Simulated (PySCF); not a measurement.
SMILES [SeH]C(C)(C)C, GFN2-xTB optimised geometry.

```
15

Se    -1.74     0.11     0.00
H     -1.86     1.55     0.00
C      0.29     0.11     0.00
C      0.77     0.83    -1.25
C      0.77     0.80     1.26
C      0.71    -1.35    -0.02
H      1.86     0.82    -1.29
H      0.44     1.87    -1.24
H      0.38     0.36    -2.14
H      0.44     1.84     1.29
H      0.38     0.30     2.15
H      1.86     0.79     1.30
H      0.32    -1.87     0.86
H      0.33    -1.85    -0.91
H      1.79    -1.43    -0.02
```

Density from B3LYP/def2-TZVP in PySCF 2.14.0 at that geometry.

Minimum of the electron density along straight lines between bonded atoms, close to the bond critical point (lines longer than 1.1 times the sum of covalent radii, or with two minima, are not listed):

```
bond    length / Å  ρ at the minimum / e bohr⁻³  ∇²ρ there / e bohr⁻⁵  position (fraction from the first atom)
------  ----------  ---------------------------  --------------------  ---------------------------------------
Se1–H2       1.446                        0.183                 -0.31                                     0.62
Se1–C3       2.033                        0.131                 -0.12                                     0.53
C3–C4        1.520                        0.253                 -0.64                                     0.51
C3–C5        1.520                        0.253                 -0.64                                     0.51
C3–C6        1.521                        0.252                 -0.64                                     0.51
C4–H7        1.089                        0.279                 -0.95                                     0.64
C4–H8        1.089                        0.281                 -0.97                                     0.64
C4–H9        1.088                        0.282                 -0.98                                     0.64
C5–H10       1.089                        0.281                 -0.97                                     0.64
C5–H11       1.088                        0.282                 -0.98                                     0.64
C5–H12       1.089                        0.279                 -0.95                                     0.64
C6–H13       1.090                        0.280                 -0.96                                     0.64
C6–H14       1.090                        0.281                 -0.97                                     0.64
C6–H15       1.089                        0.279                 -0.96                                     0.64
```
